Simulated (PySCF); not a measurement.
Compound: C3H6F3Si (charge -1).
Atom-mapped SMILES: `[F:1][C:2]([F:3])([F:4])[CH2:5][CH2:6][SiH2-:7]` (hydrogens: H8, H9 on C5; H10, H11 on C6; H12, H13 on Si7)

Jobs on this species (13 atoms, 66 electrons) with PySCF (density fitting). Hardware of each: an Intel Xeon at 2.70 GHz with one thread, no GPU, shared host. The host was shared with other jobs, so the times are rough. Peak memory is the resident size of the whole Python process, interpreter and libraries included.

```csv
level and settings,work,basis functions,SCF cycles,wall time,peak memory
"BLYP/pcSseg-1, IEF-PCM acetone, fitting basis def2-qzvpp-jkfit, damping 0.3 at the start, DIIS from the seventh cycle",shieldings,156,?,?,?
PBE0/pcSseg-1,"shieldings, charges and field gradients",156,?,?,?
"HSE06/def2-SVPD, damping 0.3 at the start, DIIS from the seventh cycle","3 singlets by full TDDFT, 5 Tamm–Dancoff triplets, polarisability, density and orbital grids written",201,?,?,?
PBE0/def2-SVPD,"6 singlets by full TDDFT, 2 Tamm–Dancoff triplets, polarisability",201,13,44 s,0.80 GiB
"WP04/pcSseg-1, start guess atom",shieldings,156,11,33 s,0.81 GiB
"PBE0/pcseg-1, grid level 3",shieldings,132,13,30 s,0.68 GiB
"PBE0/pcSseg-1, damping 0.3 at the start, DIIS from the seventh cycle","shieldings, charges and field gradients",156,13,41 s,0.83 GiB
"OPBE/aug-cc-pVDZ, grid level 1, energy threshold 1e-07 Eh","shieldings, density and orbital grids written",219,10,56 s,0.71 GiB
```

**Question.** Fill in the missing figures.

**Answer.** 
- BLYP/pcSseg-1, IEF-PCM acetone, fitting basis def2-qzvpp-jkfit, damping 0.3 at the start, DIIS from the seventh cycle; shieldings: 33 s, 0.74 GiB, 16 SCF cycles
- PBE0/pcSseg-1; shieldings, charges and field gradients: 35 s, 0.72 GiB, 13 SCF cycles
- HSE06/def2-SVPD, damping 0.3 at the start, DIIS from the seventh cycle; 3 singlets by full TDDFT, 5 Tamm–Dancoff triplets, polarisability, density and orbital grids written: 85 s, 0.90 GiB, 13 SCF cycles

**Question.** What do all jobs in the table cost together?

**Answer.** About 6.0 min; the longest takes about 24 % of that, and about 2.8 times as long as the shortest.
